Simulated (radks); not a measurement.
Charge is removed step by step from the 3s down level of neutral nickel, starting from [Ne] 3s(up 1, down 1) 3p6 3d8 4s2. Calculated with a radial shooting solver on a logarithmic mesh with Libxc functionals: non-relativistic Kohn-Sham, PBEsol, spin-polarised, spherical densities, point nucleus; open shells are filled with parallel spins first.

removed (e)	E - E(0) (eV)	eigenvalue (eV)	E minus straight line (eV)
0	0.000	-106.54	0.000
0.125	13.430	-108.36	-0.867
0.25	27.093	-110.25	-1.503
0.375	40.996	-112.21	-1.897
0.5	55.149	-114.23	-2.043
0.625	69.557	-116.31	-1.933
0.75	84.227	-118.44	-1.560
0.875	99.167	-120.61	-0.917
1	114.38	-122.84	0.000

Removing the whole electron costs 114.38 eV by Delta-SCF, against 106.54 eV from minus the eigenvalue at the starting occupation. Slater's transition state (half an electron removed) gives 114.23 eV. Integrating minus the eigenvalue over the occupation (Janak's theorem) gives 114.38 eV. The mean slope of the eigenvalue, de/dn, is 16.3 eV per electron.
